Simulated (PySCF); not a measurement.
**Mo⁺: ionisation energy**

Mo⁺ [Kr] 4d5 (6S) → Mo²⁺ [Kr] 4d4 (5D), as a difference of total energies. Computed with PySCF 2.14 in def2-TZVPPD with the def2 core potential (28 electrons) (6s4p3d2f1g, 56 functions), with scalar relativity through the core potential. Correlated levels: valence and next inner shell: nothing frozen outside the core potential. The calculations carry no spin-orbit coupling.

| method | ionisation energy (eV) |
| --- | --- |
| UHF | 15.108 |
| MP2 (valence and next inner shell) | 16.097 |
| SCS-MP2 (valence and next inner shell) | 15.698 |
| CCSD (valence and next inner shell) | 15.932 |
| CCSD(T) (valence and next inner shell) | 15.979 |

Q: How much does correlation contribute at CCSD(T) (valence and next inner shell)?

A: 15.979 − (15.108) = 0.871 eV, measured against UHF.

The reference lies between the lowest fine-structure levels, while these numbers refer to the centres of the terms.

Errors of the correlated levels include the incompleteness of this basis.

For comparison: 16.16 ± 0.12 eV (semi-empirical (NIST evaluation); NIST Atomic Spectra Database, ionization energies).
